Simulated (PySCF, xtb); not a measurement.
methylcyclobutane (C₅H₁₀), SMILES CC1CCC1.

The structure is a stationary point at PBE0-D3(BJ)/def2-SVP.

These are C-PCM-B3LYP/def2-SVP (PySCF) values and carry that method's errors.

The values are the electrostatic part of the solvation free energy, E(continuum) − E(gas) at the gas-phase geometry, in a cavity of scaled van der Waals radii (PySCF's table); cavitation and dispersion terms are not included. In vacuum the orbital gap is 9.67 eV. The dipole moment in vacuum is 0.12 D.

Computed values in water (ε = 78.36), dichloromethane (ε = 8.93), acetonitrile (ε = 35.69):
```csv
solvent,ε,ΔG(elec) (kcal/mol),dipole (D),gap (eV)
water,78.36,-0.4,0.14,9.69
dichloromethane,8.93,-0.4,0.14,9.69
acetonitrile,35.69,-0.4,0.14,9.69
```

For comparison, GFN2-xTB/ALPB(water) (xtb, at the GFN2-xTB geometry, all terms of that model) gives -0.1 kcal/mol.
